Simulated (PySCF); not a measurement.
N⁺ (nitrogen, charge +1) across methods

[He] 2s2 2p1 3s1, high-spin 3P determinant (an excited configuration). Calculation: PySCF 2.14, in aug-cc-pVTZ (5s4p3d2f, 46 functions); the non-relativistic Hamiltonian (point nucleus).

| method | E (hartree) | mean ε 2s β (eV) | mean ε 2p α (eV) | mean ε 3s α (eV) | Σ⟨r²⟩ (bohr²) | ⟨S²⟩ |
| --- | --- | --- | --- | --- | --- | --- |
| r2SCAN | -53.3356 | -40.084 | -31.855 | -8.936 | 21.59 | 2.003 |
| B3LYP | -53.3781 | -41.302 | -32.928 | -9.325 | 21.27 | 2.002 |
| UHF | -53.21520 | -46.069 | -40.034 | -10.825 | 21.75 | 2.004 |
| PBE0 | -53.3168 | -41.625 | -33.270 | -9.497 | 21.50 | 2.002 |
| MN15 | -53.3187 | -42.447 | -33.710 | -9.438 | 21.10 | 2.000 |
| LDA | -52.8929 | -39.497 | -30.599 | -8.921 | 21.28 | 2.001 |
| BP86 | -53.3663 | -39.858 | -30.913 | -9.017 | 21.35 | 2.001 |
| PW91 | -53.3447 | -39.736 | -30.973 | -8.951 | 21.37 | 2.001 |

**Question.** Estimate the same row for PBE.

**Answer.** E (hartree) = -53.3075; mean ε 2s β (eV) = -39.685; mean ε 2p α (eV) = -30.849; mean ε 3s α (eV) = -8.926; Σ⟨r²⟩ (bohr²) = 21.41; ⟨S²⟩ = 2.001.

The outer electron is Rydberg-like, and this basis confines it to a smaller radius and binds it less than a complete one would.
